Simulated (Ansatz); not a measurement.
# Abstraction of H: C2H7N + Si(CH3)F2 → C2H6N + SiH(CH3)F2

Species: C2H7N (dimethylamine) `CNC`, singlet; Si(CH3)F2, doublet; C2H6N `C[N]C`, doublet; SiH(CH3)F2, singlet. A radical takes H: the energy is the difference in strength between the N–H bond broken and the Si–H bond made.

Shapes, held fixed at every level: PBE0-D4/def2-TZVP. Programs: Ansatz 0.2.0. The zero-point and thermal change to 298 K, harmonic and unscaled (PBE0-D4/def2-TZVP), is -14.5 kJ/mol.

```json
{"level": "HF/def2-SVP", "kind": "Hartree–Fock", "ΔH(298 K) (kJ/mol)": "-53.2", "less CCSD(T)/CBS estimate": "-38.0"}
{"level": "HF/def2-TZVPP", "kind": "Hartree–Fock", "ΔH(298 K) (kJ/mol)": "-55.2", "less CCSD(T)/CBS estimate": "-40.0"}
{"level": "SPW92/def2-TZVPP", "kind": "LDA", "ΔH(298 K) (kJ/mol)": "+9.3", "less CCSD(T)/CBS estimate": "+24.5"}
{"level": "B3LYP-D4/def2-TZVPP", "kind": "global hybrid", "ΔH(298 K) (kJ/mol)": "-20.7", "less CCSD(T)/CBS estimate": "-5.5"}
{"level": "wB97X-V/def2-TZVPP", "kind": "range-separated hybrid", "ΔH(298 K) (kJ/mol)": "-23.3", "less CCSD(T)/CBS estimate": "-8.1"}
{"level": "CCSD(T)/def2-SVP", "kind": "coupled cluster or CI", "ΔH(298 K) (kJ/mol)": "-18.9", "less CCSD(T)/CBS estimate": "-3.7"}
{"level": "CCSD(T)/def2-TZVPP", "kind": "coupled cluster or CI", "ΔH(298 K) (kJ/mol)": "-19.0", "less CCSD(T)/CBS estimate": "-3.8"}
{"level": "CCSD(T)/CBS estimate", "kind": "coupled cluster or CI", "ΔH(298 K) (kJ/mol)": "-15.2", "less CCSD(T)/CBS estimate": "0.0"}
```

The highest level, CCSD(T)/CBS estimate, gives ΔH(298 K) = -15.2 kJ/mol; the levels span -55.2 to +9.3. They disagree on the sign: 1 of 8 are positive. The column of differences is taken from that level and isn't an error. No measured value is set beside it here. Open shells run unrestricted unless RO is named. The CBS estimate extrapolates MP2 from def2-TZVPP and def2-QZVPP and adds CCSD(T) − MP2 in the triple-zeta set, cores frozen.
